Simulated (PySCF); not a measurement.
Work out the structure from these simulated measurements.

Formula: C6H7NS.

| Item | Value |
| --- | --- |
| NMR, other nuclei | isotropic shieldings of nuclei other than C and H, by class: -75 (1 N), 484 (1 S) ppm [GIAO PBE0/pcSseg-1] |
| 1H NMR | chemical shifts (computed TMS as zero) by class: 8.74 (2 H), 7.00 (2 H), 2.41 (3 H) ppm [GIAO PBE0/pcSseg-1] |
| 13C NMR | chemical shifts (computed TMS as zero) by class: 158.6 (1 C), 155.0 (2 C), 122.6 (2 C), 17.8 (1 C) ppm [GIAO PBE0/pcSseg-1] |
| Rotational structure | rotational constants A, B, C: 4.451, 1.172, 0.933 GHz [GFN2-xTB] |
| Dipole | 2.89 D [PBE0/pcSseg-1] |

The electronic properties come from PySCF, for the isolated species, density fitting. Levels stand in brackets. Isolated species at its GFN2-xTB geometry (one conformer only). Each NMR value is the plain mean over a class of atoms that symmetry, rotation or inversion makes alike.

Question: What is the compound? Reason from the data.

Answer: Numbering: `[CH3:1][S:2][c:3]1[cH:4][cH:5][n:6][cH:7][cH:8]1`. Its formula, C6H7NS, gives 4 degrees of unsaturation: 1 ring and 3 π bonds in the structure found (Kekulé form). 6 carbons fall into 4 classes; from least to most shielded: substituted aromatic carbon [C3] (158.6 ppm), aromatic CH next to a ring nitrogen [C5/C7] (155.0 ppm, 2 C), aromatic CH carbon [C4/C8] (122.6 ppm, 2 C, up to 5.3 ppm apart in this geometry), S-methyl carbon [C1] (17.8 ppm). Hydrogen classes from least to most shielded: 2 H on 2 like atoms (aromatic CH next to a ring nitrogen), C5/C7 (8.74 ppm), 2 H on 2 aromatic CH carbons, C4/C8 (7.00 ppm), 3 H on an S-methyl carbon, C1 (2.41 ppm). The other shieldings belong to: -75 ppm, pyridine-type nitrogen [N6]; 484 ppm, sulfide sulfur [S2]. The optimised geometry has point group Cs and is an asymmetric top. Structure: `CSc1ccncc1`. The assignments are read from this structure; whether some other isomer fits the data as well wasn't checked.

Conformer computed: `[CH3:1][S:2][c:3]1[cH:4][cH:5][n:6][cH:7][cH:8]1`: C1–S2–C3–C4 179°.
